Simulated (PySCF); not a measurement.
Ta(S)(F)(OH)2 (FH2O2STa), SMILES [OH][Ta]([OH])([F])=[S], multiplicity 1. The structure is a stationary point at B3LYP-D3(BJ)/def2-SVP. The multiplicity is an assumed one; no other spin state was optimised. The structure was generated by enumeration; whether it is a known compound was not checked. The def2 effective core potentials stand for the cores of Ta; spin–orbit coupling is left out. Other conformers were not sampled.

Computed equilibrium geometry at B3LYP-D3(BJ)/def2-SVP (PySCF confirms it by a frequency run) as a Z-matrix, and its point group (one conformer of several):
point group Cs.
```
Ta
F 1 1.8905
O 1 1.8952 2 110.50
H 3 0.9645 1 136.68 2 118.51
O 1 1.8952 2 110.50 3 -120.60
H 5 0.9645 1 136.68 2 -118.51
S 1 2.1779 2 109.20 3 119.70
```
Charge 0, spin multiplicity 1.
